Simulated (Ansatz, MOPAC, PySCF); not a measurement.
Species: C$_{2}$HClF$_{2}$, net charge 0, singlet state. SMILES: FC(F)=CCl
Structure (B3LYP-D3(BJ)/def2-TZVP (Ansatz, a first-principles code) minimum search):
```xyz
6

C      0.4934    -0.5969     0.0116
C     -0.7993    -0.3316     0.0744
F     -1.7238    -1.2674     0.2000
F     -1.3440     0.8633     0.0232
Cl     1.6824     0.6366    -0.1521
H      0.8441    -1.6141     0.0623
```
Charge 0, spin multiplicity 1.

Unscaled harmonic wavenumbers (cm⁻¹) in rising order, each level at the stationary point that it reaches from this structure (no distance between atoms moves by over 0.3 Å); the order of modes can differ between levels, and a negative number is imaginary. B3LYP-D3(BJ)/def2-TZVP (PySCF, at the structure above): 197, 238, 432, 579, 602, 780, 841, 982, 1209, 1340, 1778, 3246.

AM1 (MOPAC): 215, 219, 441, 558, 560, 832, 910, 1143, 1282, 1561, 1884, 3174. Zero-point energy 18.3 against 17.5 kcal/mol; where all levels lie over 400 cm⁻¹, the wavenumbers are on average 1.049 times those of B3LYP-D3(BJ)/def2-TZVP.

HF/3-21G (Ansatz): 207, 259, 445, 598, 701, 842, 978, 1046, 1323, 1513, 1988, 3504. Zero-point energy 19.2 against 17.5 kcal/mol; where all levels lie over 400 cm⁻¹, the wavenumbers are on average 1.096 times those of B3LYP-D3(BJ)/def2-TZVP.

HF/6-31G* (Ansatz): 214, 266, 469, 628, 693, 901, 918, 1081, 1352, 1525, 1979, 3464. Zero-point energy 19.3 against 17.5 kcal/mol; where all levels lie over 400 cm⁻¹, the wavenumbers are on average 1.111 times those of B3LYP-D3(BJ)/def2-TZVP.

B3LYP/6-31G* (Ansatz): 196, 238, 429, 575, 597, 765, 843, 992, 1236, 1383, 1802, 3278. Zero-point energy 17.6 against 17.5 kcal/mol; where all levels lie over 400 cm⁻¹, the wavenumbers are on average 1.005 times those of B3LYP-D3(BJ)/def2-TZVP.
